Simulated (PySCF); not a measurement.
**Unknown compound**

Molecular formula: C₃H₁₁NOSi₃. Simulated spectra:

¹H NMR (500 MHz, computed): δ 4.68 (s, 6H), 4.63 (s, 1H), 2.01 (s, 3H), 1.55 (br s, 1H).

¹³C{¹H} NMR (computed): δ 114.1 (C), 84.8 (C), 5.5 (CH3).

PySCF calculation with PBE0-D3(BJ)/def2-SVP geometry and GIAO PBE0/pcSseg-1 shieldings; rapidly exchanging positions averaged, isolated molecule, one conformer, relativity neglected.

δ = σ(ref) − σ, references computed at the same level: ¹H, ¹³C against TMS.

Question: Propose a structure and justify it.

Answer: 
1. Rings plus π bonds: 2 (no ring in the answer).
2. 3 carbon signals for 3 carbons: no two carbons are equivalent.
3. Carbon types of the structure: 2 × C, 1 × CH3, leaving 8 H on heteroatoms.
4. δC 114.1, 84.8: alkyne carbon.
5. δC 5.5: propargylic methyl carbon; a saturated carbon with 1 carbon neighbour and no heteroatom attached.
6. δH 4.68: hydrogen on a silicon bonded to N.
7. δH 4.63: hydrogen on a silicon bonded to C, N, O.
8. δH 2.01: hydrogen on a propargylic methyl carbon.
9. δH 1.55: hydrogen on an oxygen bonded to Si; exchangeable; this is the value without hydrogen bonding to other molecules.

The compound is SMILES N([Si@@H](C#CC)O)([SiH3])[SiH3].

The shifts were computed for this structure.

OH and NH positions are those of a molecule without intermolecular hydrogen bonds; in solution they move with solvent, concentration and temperature, and exchange usually removes their couplings. Shifts are as computed. Against solution values, carbons near 30 ppm lie about +2 ppm off and those near 130 ppm about +5 ppm. Of 1309 compounds with measured shifts, 239 miss one by over three times the rms of a fit or turn the order of signals round; such compounds aren't used in these exercises. Multiplicities follow the n + 1 count of equivalent neighbours, as no J values were calculated; m marks all less simple cases, F and P coupling included.
